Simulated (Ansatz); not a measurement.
Reaction (cleavage of the Si–Ge bond): `F[SiH](Cl)[GeH2][Cl]` + `[SH][GeH3]` → `F[SiH](Cl)[S][GeH3]` + `[Cl][GeH3]`

Computed with Ansatz on PBE0-D4/def2-TZVP structures; ΔE is electronic, products minus reactants. CBS: MP2 limit from def2 TZ/QZ plus the TZ coupled-cluster correction, frozen cores. DFT in def2-TZVPP. For Ge outer-core shells are correlated without core-valence functions, which leaves a few kJ/mol of doubt a bond. Scalar relativity is left out up to krypton. One conformer a species, not always the lowest.

```
             level  ΔE (kJ/mol)  difference from CCSD(T)/CBS
       LDA (SPW92)        -64.9                          5.9
            PBE-D4        -60.9                          9.9
      CAM-B3LYP-D4        -65.7                          5.1
           ωB97X-V        -68.2                          2.6
           ωB97M-V        -71.5                         -0.7
              BLYP        -53.5                         17.3
              PBE0        -63.1                          7.7
           r2SCAN0        -70.5                          0.3
           LC-ωPBE        -67.4                          3.4
SCS-MP2/def2-QZVPP        -75.3                         -4.5
       CCSD(T)/CBS        -70.8                            0
```

Largest T1 diagnostic among the species: 0.011.

Leaving LDA and LC-ωPBE aside and taking each functional with its dispersion term where it has one, the values, not all of them listed here, spread over 13.2 kJ/mol, from B97M-V to BLYP-D4. LDA lies −6.9 kJ/mol from PBE without D4. From BLYP to BHLYP (50 % exact exchange), in def2-TZVPP and without D4, ΔE moves by −11.6 kJ/mol.
